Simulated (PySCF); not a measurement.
Spinor energies of In (indium, neutral)

Start: [Kr] 4d10 5s2 5p1; 5p1/2 filled at m_j = +1/2. Calculated with PySCF 2.14 in x2c-TZVPPall-2c with one added diffuse shell each of s, p, d, f type (9s10p6d3f, 90 functions): generalised Hartree-Fock with the X2C-1e Hamiltonian and a Gaussian nucleus; spin-orbit coupling (SO) screened by Boettger's factors.

```csv
spinor shell,electrons,"ε, screened SO (eV)",weight of nominal j (screened SO),"rms radius, screened SO (bohr)"
1s1/2,2,-28079.1,1.000,0.0340
2s1/2,2,-4294.7,1.000,0.139
2p1/2,2,-3994.4,1.000,0.120
2p3/2,4,-3781.3,1.000,0.125
3s1/2,2,-853.86,1.000,0.371
3p1/2,2,-731.27,1.000,0.365
3p3/2,4,-691.42,1.000,0.376
3d3/2,4,-476.34,1.000,0.350
3d5/2,6,-468.36,1.000,0.353
4s1/2,2,-144.19,1.000,0.907
4p1/2,2,-102.04,1.000,0.971
4p3/2,4,-94.949,1.000,1.00
4d3/2,4,-27.974,1.000,1.27
4d5/2,6,-26.975,1.000,1.28
5s1/2,2,-10.753,0.996,2.94
5p1/2,1,-5.700,0.983,3.94
```

```json
{"quantity": "E (hartree)", "screened SO": "-5878.91276"}
{"quantity": "M_J", "screened SO": "1/2"}
{"quantity": "⟨J²⟩", "screened SO": "0.819"}
{"quantity": "⟨L²⟩", "screened SO": "2.068"}
{"quantity": "⟨S²⟩", "screened SO": "0.783"}
```

⟨J²⟩ departs a little from M_J(M_J + 1) because the unrestricted spinors polarise the closed shells.

Breit and QED terms are absent; they matter most for the inner s and p1/2 levels.

Densities and radii are taken from the X2C orbitals without a picture-change correction, which distorts them close to the nucleus.
